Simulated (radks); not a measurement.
Charge is removed step by step from the 5s1/2 level of the tantalum ion Ta2+, starting from [Xe] 4f14 5d3. Calculated with a radial shooting solver on a logarithmic mesh with Libxc functionals: Dirac Kohn-Sham, PBE, spin-unpolarised, spherical densities, finite nucleus; open shells are shared between the two j in proportion to 2j + 1; Fermi nuclear charge, rms radius 5.3507 fm.

| removed (e) | E - E(0) (eV) | eigenvalue (eV) | E minus straight line (eV) |
|---|---|---|---|
| 0 | 0.000 | -88.339 | 0.000 |
| 0.25 | 22.558 | -92.146 | -1.471 |
| 0.5 | 46.082 | -96.057 | -1.977 |
| 0.75 | 70.594 | -100.06 | -1.494 |
| 1 | 96.118 | -104.14 | 0.000 |

Removing the whole electron costs 96.118 eV by Delta-SCF, against 88.339 eV from minus the eigenvalue at the starting occupation. Slater's transition state (half an electron removed) gives 96.057 eV. Integrating minus the eigenvalue over the occupation (Janak's theorem) gives 96.118 eV. The mean slope of the eigenvalue, de/dn, is 15.8 eV per electron.
